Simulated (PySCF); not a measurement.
C5H4F2, SMILES C=C=C(F)/C=C\F. The structure is a stationary point at PBE-D3(BJ)/def2-SVP. The structure was generated by enumeration; whether it is a known compound was not checked. Other conformers were not sampled.

Task: Give the equilibrium geometry at PBE-D3(BJ)/def2-SVP (PySCF confirms it by a frequency run) as Cartesian coordinates in Å, and its point group. (Estimate from the structure and the level; the computed values follow.)

Result: One answer among several that fit: point group Cs.
```xyz
11

C      1.8640    -1.5461     0.0000
C      0.6354    -1.0809     0.0000
C     -0.6096    -0.6113     0.0000
F     -1.6509    -1.4927     0.0000
C     -1.0515     0.7785     0.0000
C     -0.2810     1.8855     0.0000
F      1.0570     1.8378     0.0000
H      2.4105    -1.7496    -0.9402
H      2.4105    -1.7496     0.9402
H     -2.1417     0.9259     0.0000
H     -0.6780     2.9134     0.0000
```
